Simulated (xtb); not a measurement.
ClTe (SMILES Cl[Te]), doublet, at a GFN2-xTB geometry (the spin is typed, not shown lowest); xtb 6.7.1 with GFN2-xTB.

The xtb input:
```
$ xtb mol.xyz --gfn 2 --uhf 1 --acc 1000 --json

# file mol.xyz
2

Te    -0.00000000    -0.00000000    -0.57307308
Cl     0.00000000     0.00000000     1.75292943
```

It wrote (shortened):

```
   ID    Z sym.   atoms
    1   52 Te     1
    2   17 Cl     2

           -------------------------------------------------
          |                Calculation Setup                |
           -------------------------------------------------

           -------------------------------------------------
          |                 G F N 2 - x T B                 |
           -------------------------------------------------

          ...................................................
          :                      SETUP                      :
          :.................................................:
          :  # basis functions                  20          :
          :  # atomic orbitals                  18          :
          :  # shells                            6          :
          :  # electrons                        13          :
          :  max. iterations                   250          :
          :  Hamiltonian                  GFN2-xTB          :
          :  restarted?                      false          :
          :  GBSA solvation                  false          :
          :  PC potential                    false          :
          :  electronic temp.          300.0000000     K    :
          :  accuracy                 1000.0000000          :
          :  -> integral cutoff          0.2000000E+02      :
          :  -> integral neglect         0.1000000E-04      :
          :  -> SCF convergence          0.1000000E-02 Eh   :
          :  -> wf. convergence          0.1000000E+00 e    :
          :  Broyden damping             0.4000000          :
          :  net charge                          0          :
          :  unpaired electrons                  1          :
          ...................................................

 iter      E             dE          RMSdq      gap      omega  full diag
   1     -7.6298948 -0.762989E+01  0.659E+00    3.14       0.0  T
   2     -7.6299174 -0.226045E-04  0.416E+00    3.16       1.0  T
   3     -7.6299286 -0.111425E-04  0.322E-01    3.19       1.0  T
   4     -7.6298855  0.430172E-04  0.480E-01    3.18       1.0  T

   *** convergence criteria satisfied after 4 iterations ***

         :::::::::::::::::::::::::::::::::::::::::::::::::::::
         ::                     SUMMARY                     ::
         :::::::::::::::::::::::::::::::::::::::::::::::::::::
         :: total energy              -7.628085761790 Eh    ::
[...]
        11                          0.0044297               0.1205
        12                          0.0044297               0.1205
        13                          0.0055152               0.1501
        14                          0.0055152               0.1501
        15                          0.0226242               0.6156
        16                          0.0408100               1.1105
        17                          0.0408100               1.1105
        18                          0.5104066              13.8889
      -------------------------------------------------------------
                  HL-Gap            0.1168260 Eh            3.1790 eV
             Fermi-level           -0.3429834 Eh           -9.3331 eV

     #   Z          covCN         q      C6AA      α(0)
     1  52 Te       0.823     0.101   420.434    38.217
     2  17 Cl       0.823    -0.101   102.198    15.465

 Mol. C6AA /au·bohr⁶  :        931.235291
 Mol. C8AA /au·bohr⁸  :      73532.854655
 Mol. α(0) /au        :         53.682088

Wiberg/Mayer (AO) data.
largest (>0.10) Wiberg bond orders for each atom

 ---------------------------------------------------------------------------
     #   Z sym  total        # sym  WBO       # sym  WBO       # sym  WBO
 ---------------------------------------------------------------------------
     1  52 Te   1.229 --     2 Cl   1.229
     2  17 Cl   1.229 --     1 Te   1.229
 ---------------------------------------------------------------------------

Topologies differ in total number of bonds
Writing topology from bond orders to xtbtopo.mol

molecular dipole:
                 x           y           z       tot (Debye)
 q only:        0.000       0.000      -0.442
   full:        0.000      -0.000      -0.469       1.192
molecular quadrupole (traceless):
                xx          xy          yy          xz          yz          zz
 q only:        0.493       0.000       0.493       0.000       0.000      -0.985
  q+dip:        0.493       0.000       0.493       0.000       0.000      -0.985
   full:       -0.062       0.000      -0.062       0.000       0.000       0.123

           -------------------------------------------------
          | TOTAL ENERGY               -7.628085761790 Eh   |
          | GRADIENT NORM               0.001047048159 Eh/α |
          | HOMO-LUMO GAP               3.178996644760 eV   |
           -------------------------------------------------

normal termination of xtb
```
